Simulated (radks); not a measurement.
The numbers below are computed, except where a source is named.
Polarisability of the neodymium ion Nd3+, [Xe] 4f3, at imaginary frequency. Code: a radial shooting solver on a logarithmic mesh with Libxc functionals. Model: non-relativistic Kohn-Sham, PBE, spin-polarised, spherical densities, point nucleus; open shells are filled with parallel spins first (spin-orbit coupling, left out, can overturn this in heavy ions); relativity is left out, which matters for an element this heavy. Response by self-consistent Sternheimer equations with the Hartree and adiabatic LDA kernel.

w (hartree)  alpha1(iw) (bohr^3)
0.00266                    6.985
0.0143                     6.983
0.0360                     6.975
0.0697                     6.949
0.118                      6.885
0.186                      6.748
0.280                      6.484
0.413                      6.021
0.605                      5.273
0.892                      4.204
1.35                       2.936
2.12                       1.753
3.59                      0.8819
6.94                      0.3455
17.5                     0.08012

Static values: alpha1 = 6.985 bohr^3 (1.035 angstrom^3; uncoupled 12.61). C6 = 42.34, triple-dipole C9 = 210.7 atomic units. One-pole (London) frequency 4 C6 / (3 alpha1^2) = 1.157 hartree, against 1.300 for minus the highest occupied eigenvalue.
